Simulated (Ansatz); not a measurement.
Consider the redistribution: `[OH][Ga]([Br])[Br]` + `C[N](C)[AlH][SH]` → `C[N](C)[Ga]([Br])[Br]` + `[OH][AlH][SH]`.

Isolated molecules relaxed with PBE0-D4/def2-TZVP in Ansatz; ΔE leaves out vibrations. CBS: MP2 limit from def2 TZ/QZ plus the TZ coupled-cluster correction, frozen cores. DFT in def2-TZVPP. For Br, Ga outer-core shells are correlated without core-valence functions, which leaves a few kJ/mol of doubt a bond. Scalar relativity is left out up to krypton. Each species was taken in one conformer, which may not be the lowest.

```json
{"level": "B97M-V", "ΔE (kJ/mol)": "-35.3", "difference from CCSD(T)/CBS": "11.9"}
{"level": "ωB97X-V", "ΔE (kJ/mol)": "-39.7", "difference from CCSD(T)/CBS": "7.5"}
{"level": "ωB97M-V", "ΔE (kJ/mol)": "-40.3", "difference from CCSD(T)/CBS": "6.9"}
{"level": "PBE-QIDH", "ΔE (kJ/mol)": "-41.4", "difference from CCSD(T)/CBS": "5.8"}
{"level": "PBE", "ΔE (kJ/mol)": "-34.7", "difference from CCSD(T)/CBS": "12.5"}
{"level": "BLYP", "ΔE (kJ/mol)": "-35.1", "difference from CCSD(T)/CBS": "12.1"}
{"level": "PBE0", "ΔE (kJ/mol)": "-37.1", "difference from CCSD(T)/CBS": "10.1"}
{"level": "r2SCAN0", "ΔE (kJ/mol)": "-39.7", "difference from CCSD(T)/CBS": "7.5"}
{"level": "HF/def2-SVP", "ΔE (kJ/mol)": "-37.7", "difference from CCSD(T)/CBS": "9.5"}
{"level": "CCSD/def2-TZVPP", "ΔE (kJ/mol)": "-43.1", "difference from CCSD(T)/CBS": "4.1"}
{"level": "CCSD(T)/CBS", "ΔE (kJ/mol)": "-47.2", "difference from CCSD(T)/CBS": "0"}
```

Largest T1 diagnostic among the species: 0.012.

The D4 term adds −3.6 kJ/mol with B3LYP and −2.0 kJ/mol with PBE0; it sums over pairs of atoms, weighted by their polarisabilities, and B3LYP, whose exchange is more repulsive, gets the larger term. At CCSD(T), def2-SVP lies +8.7 kJ/mol from the extrapolated value and def2-TZVPP +4.3 kJ/mol.

B3LYP here is the variant with VWN-RPA as its local correlation; programs differ in this.
